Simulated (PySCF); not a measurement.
**Excitation energy of Co⁺ by level of theory**

Co⁺ [Ar] 3d8 (3F) → Co⁺ [Ar] 3d7 4p1 (high-spin determinant), as a difference of total energies. Calculation: PySCF 2.14, in def2-TZVPPD; the non-relativistic Hamiltonian (point nucleus). Correlated levels: valence: [Ar] frozen. The calculations carry no spin-orbit coupling.

```csv
method,excitation energy (eV)
UHF,3.641
MP2 (valence),5.894
SCS-MP2 (valence),5.920
CCSD (valence),5.385
CCSD(T) (valence),5.488
```

Question: How much does correlation contribute at CCSD(T) (valence)?

Answer: 5.488 − (3.641) = 1.847 eV, measured against UHF.

A first-order spin-orbit estimate (lowest level to lowest level, LS coupling) adds 0.011 eV.

The determinant of the upper state mixes LS terms, which raises its energy above the lowest term, most at the Hartree-Fock and MP2 levels.
